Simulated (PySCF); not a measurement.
Isomers of C9H14, mass 122.110 u with the commonest isotopes. Method used: PBE0-D3(BJ)/def2-SVP geometry optimisation, gas phase in PySCF. One conformer each, none proved a minimum here; rigid rotors.

Task: Order these by out-of-plane moment Σ m c² = (Ia + Ib − Ic)/2, smallest first.
A. `[CH3:1][C:2]1=[C:3]([CH:4]([CH3:5])[CH3:6])[CH2:7][CH:8]=[CH:9]1` with C2–C3–C4–C5 -113°
B. `[CH3:1][CH2:2][C:3]#[C:4][CH2:5][CH:6]1[CH2:7][CH2:8][CH2:9]1` with C4–C5–C6–C7 171°, C5–C6–C7–C8 -142°, C6–C7–C8–C9 19°, C7–C8–C9–C6 -19°, C5–C6–C9–C8 142°
C. `[CH2:1]=[CH:2][C@@H:3]1[CH2:4][C@H:5]2[CH2:6][C@@:7]2([CH3:8])[CH2:9]1` with C1–C2–C3–C4 127°, C2–C3–C4–C5 -159°, C3–C4–C5–C6 -45°, C4–C5–C6–C7 96°, C5–C6–C7–C8 113°

Result: B (16.58 u·Å²), C (36.73 u·Å²), A (57.24 u·Å²).

Task: Order these by rotational constant A, largest first.
A. `[CH2:1]=[CH:2][C@@H:3]1[CH2:4][C@H:5]2[CH2:6][C@@:7]2([CH3:8])[CH2:9]1` with C1–C2–C3–C4 127°, C2–C3–C4–C5 -159°, C3–C4–C5–C6 -45°, C4–C5–C6–C7 96°, C5–C6–C7–C8 113°
B. `[CH3:1][CH2:2][C:3]#[C:4][CH2:5][CH:6]1[CH2:7][CH2:8][CH2:9]1` with C4–C5–C6–C7 171°, C5–C6–C7–C8 -142°, C6–C7–C8–C9 19°, C7–C8–C9–C6 -19°, C5–C6–C9–C8 142°
C. `[CH3:1][C:2]1=[C:3]([CH:4]([CH3:5])[CH3:6])[CH2:7][CH:8]=[CH:9]1` with C2–C3–C4–C5 -113°

Result: B (3688 MHz), A (3218 MHz), C (2335 MHz).

Task: Order these by rotational constant B, largest first.
A. `[CH3:1][CH2:2][C:3]#[C:4][CH2:5][CH:6]1[CH2:7][CH2:8][CH2:9]1` with C4–C5–C6–C7 171°, C5–C6–C7–C8 -142°, C6–C7–C8–C9 19°, C7–C8–C9–C6 -19°, C5–C6–C9–C8 142°
B. `[CH3:1][C:2]1=[C:3]([CH:4]([CH3:5])[CH3:6])[CH2:7][CH:8]=[CH:9]1` with C2–C3–C4–C5 -113°
C. `[CH2:1]=[CH:2][C@@H:3]1[CH2:4][C@H:5]2[CH2:6][C@@:7]2([CH3:8])[CH2:9]1` with C1–C2–C3–C4 127°, C2–C3–C4–C5 -159°, C3–C4–C5–C6 -45°, C4–C5–C6–C7 96°, C5–C6–C7–C8 113°

Result: B (1266 MHz), C (1140 MHz), A (658.9 MHz).

```json
{"SMILES": "CCC#CCC1CCC1", "point group": "C1", "Ia (u·Å²)": "137.05", "Ib (u·Å²)": "767.05", "Ic (u·Å²)": "870.95", "κ": "-0.95", "μa (D)": "0.02", "μb (D)": "0.22", "μc (D)": "0.09"}
{"SMILES": "C=C[C@@H]1C[C@H]2C[C@@]2(C)C1", "point group": "C1", "Ia (u·Å²)": "157.07", "Ib (u·Å²)": "443.50", "Ic (u·Å²)": "527.11", "κ": "-0.84", "μa (D)": "0.33", "μb (D)": "0.09", "μc (D)": "0.05"}
{"SMILES": "CC1=C(C(C)C)CC=C1", "point group": "near Cs", "Ia (u·Å²)": "216.41", "Ib (u·Å²)": "399.22", "Ic (u·Å²)": "501.14", "κ": "-0.61", "μa (D)": "0.42", "μb (D)": "0.01", "μc (D)": "0.01"}
```
